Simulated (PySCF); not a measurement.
# Fractional electron number in Fe²⁺ (iron, charge +2)

The 3d beta orbital of [Ar] 3d6 is emptied in steps (occupation f), with all orbitals relaxed, ending at [Ar] 3d5. All numbers are calculated (PySCF 2.14, the non-relativistic Hamiltonian (point nucleus), in def2-SVP (5s3p2d1f, 31 functions)). The exact energy is a straight line in f; departures are measured from the line between the end points of the same method.

```
  f  UHF (eV)  LDA (eV)  PBE (eV)
  1     0.000     0.000     0.000
0.9     0.217    -0.766    -0.751
0.7     0.486    -1.804    -1.765
0.5     0.555    -2.166    -2.116
0.3     0.448    -1.835    -1.789
0.1     0.185    -0.794    -0.772
  0     0.000     0.000     0.000
```

For UHF, how does the orbital energy at f = 1 compare with the removal energy?

−ε = 31.256 eV against a total-energy difference of 28.793 eV. By Janak's theorem ε = ∂E/∂f, so the gap between them reflects the curvature. Along the path −ε is 30.676 (f = 0.9), 29.617 (f = 0.7), 28.681 (f = 0.5), 27.852 (f = 0.3), 27.116 (f = 0.1) eV.

| method | E(f=0) − E(f=1) (eV) | −ε at f=1 (eV) | −ε at f=0.5 (eV) |
| --- | --- | --- | --- |
| UHF | 28.793 | 31.256 | 28.681 |
| LDA | 32.140 | 23.660 | 32.045 |
| PBE | 31.971 | 23.656 | 31.898 |

Reference removal energy between the ground levels: 30.651 ± 0.012 eV (measured; NIST Atomic Spectra Database, ionization energies). The calculation has no spin-orbit coupling. The determinant left behind need not be the lowest term of the ion. UHF lacks correlation.
